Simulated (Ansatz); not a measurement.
## Reading a saddle point

A first-order saddle point of Si₂H₈O₃F₂, closed shell, PBE0-D4/def2-TZVP, with one imaginary mode of 711i cm⁻¹:

```json
{"atom": "Si1", "x (Å)": "-1.2542", "y (Å)": "0.4435", "z (Å)": "0.3783"}
{"atom": "O2", "x (Å)": "0.3357", "y (Å)": "0.1513", "z (Å)": "-0.3014"}
{"atom": "Si3", "x (Å)": "0.9129", "y (Å)": "1.0040", "z (Å)": "-1.6419"}
{"atom": "F4", "x (Å)": "-2.3330", "y (Å)": "-0.5132", "z (Å)": "-0.3159"}
{"atom": "F5", "x (Å)": "-1.3788", "y (Å)": "1.6672", "z (Å)": "-0.7503"}
{"atom": "H6", "x (Å)": "-1.6960", "y (Å)": "1.3550", "z (Å)": "1.4611"}
{"atom": "H7", "x (Å)": "0.3859", "y (Å)": "-1.4410", "z (Å)": "1.4538"}
{"atom": "O8", "x (Å)": "-0.8011", "y (Å)": "-0.7756", "z (Å)": "1.6185"}
{"atom": "H9", "x (Å)": "0.9839", "y (Å)": "-0.7645", "z (Å)": "0.1993"}
{"atom": "O10", "x (Å)": "1.3149", "y (Å)": "-1.6194", "z (Å)": "0.9364"}
{"atom": "H11", "x (Å)": "1.1295", "y (Å)": "2.4289", "z (Å)": "-1.3242"}
{"atom": "H12", "x (Å)": "2.2333", "y (Å)": "0.3529", "z (Å)": "-1.8646"}
{"atom": "H13", "x (Å)": "0.0695", "y (Å)": "0.7917", "z (Å)": "-2.8343"}
{"atom": "H14", "x (Å)": "-1.1895", "y (Å)": "-0.5994", "z (Å)": "2.4750"}
{"atom": "H15", "x (Å)": "1.2869", "y (Å)": "-2.4813", "z (Å)": "0.5101"}
```

Ansatz 0.2.0; basis: def2-TZVPP and def2-QZVPP; cores frozen in the correlated methods. Extrapolation: Hartree–Fock as exp(−7.88 √X), correlation as X^−2.97.

Q: Which contacts change along the imaginary mode, and what lies on either side? (Judge from chemistry; the calculation decides.)

A: By the calculation: The step is Si₂H₄OF₂ ([F][SiH]([F])[O][SiH3]) + H₂O + H₂O → SiH₂OF₂ ([OH][SiH]([F])[F]) + SiH₄O ([OH][SiH3]) + H₂O (still joined by a long Si–O bond), with the molecules in contact on both sides. Shortening one way: Si1–O8, O2–H9, H7–O10; lengthening the same way: Si1–O2, H7–O8, H9–O10.
| pair | one side (Å) | saddle (Å) | other side (Å) |
| --- | --- | --- | --- |
| Si1–O8 | 2.28 | 1.80 | 1.67 |
| O2–H9 | 2.11 | 1.23 | 0.99 |
| H7–O10 | 1.76 | 1.08 | 0.97 |
| Si1–O2 | 1.65 | 1.75 | 2.05 |
| H7–O8 | 0.98 | 1.37 | 1.89 |
| H9–O10 | 0.97 | 1.18 | 1.63 |

Q: Which side is lower, and how far does the saddle lie above each? (To be estimated.)

A: By the calculation: The side with Si1–O2, H7–O8, H9–O10 short is lower by 25.5 kJ/mol; the saddle lies 70.9 kJ/mol above it and 45.4 kJ/mol above the other (CCSD(T) at an estimated basis limit (MP2 extrapolated from triple and quadruple zeta, plus CCSD(T) − MP2 in triple zeta); electronic energies).

T1 diagnostic: at most 0.012.

Labels in which every atom is bracketed show which atoms are joined, not bond orders.

For scale, one of the runs: CCSD(T)/def2-TZVPP, 351 basis functions, launched by `ansatz run in.yaml --threads 4 --pin off --events-out ev --progress --plain --max-ram 46080MiB --backend cuda --devices 0, --max-vram 37GiB`. Time: 16 s of wall clock on 4 CPU threads of an AMD EPYC 7R13 and a share of one NVIDIA H100; the host was shared. Peak host memory: 0.89 GiB.
